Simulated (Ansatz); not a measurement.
One change: `C[O][W](=[O])([F])=[S]` becomes `[O]=[W]([OH])([F])=[S]`.

Ansatz, PBE0-D4/def2-TZVP geometries, multiplicity 1. Each molecule was computed in one conformer, which needn't be the lowest.

Elements past krypton have def2 core potentials.

```csv
property,`C[O][W](=[O])([F])=[S]`
LUMO energy (ωB97M-V/def2-TZVPP) / eV,-0.31
size of the dipole moment (PBE/def2-TZVPP) / D,3.84
LUMO energy (PBE0/def2-TZVPP) / eV,-2.38
HOMO–LUMO gap (B3LYP/def2-TZVPP) / eV,5.00
"ideal-gas entropy at 298 K and 1 bar (rigid rotor, harmonic PBE0-D4/def2-TZVP) / J/(mol·K)",394
HOMO energy (PBE0/def2-TZVPP) / eV,-7.81
```

(1) Give the same properties after the change, and the shifts. (Best estimate.)

Answers

(1) Computed: 
```
                                                                                  property  `[O]=[W]([OH])([F])=[S]`  shift
                                                     LUMO energy (ωB97M-V/def2-TZVPP) / eV                     -0.53  -0.22
                                            size of the dipole moment (PBE/def2-TZVPP) / D                      2.93  -0.91
                                                        LUMO energy (PBE0/def2-TZVPP) / eV                     -2.62  -0.24
                                                     HOMO–LUMO gap (B3LYP/def2-TZVPP) / eV                      4.98  -0.02
ideal-gas entropy at 298 K and 1 bar (rigid rotor, harmonic PBE0-D4/def2-TZVP) / J/(mol·K)                       345    -49
                                                        HOMO energy (PBE0/def2-TZVPP) / eV                     -8.03  -0.22
```

The zero-point energy changes by -75.1 kJ/mol with -9 modes. Dipoles are sizes alone; their direction can turn. Modes under 60 cm⁻¹, often nearly free rotors, make the harmonic entropy too high.

B3LYP here is the variant with VWN-RPA as its local correlation; programs differ in this.
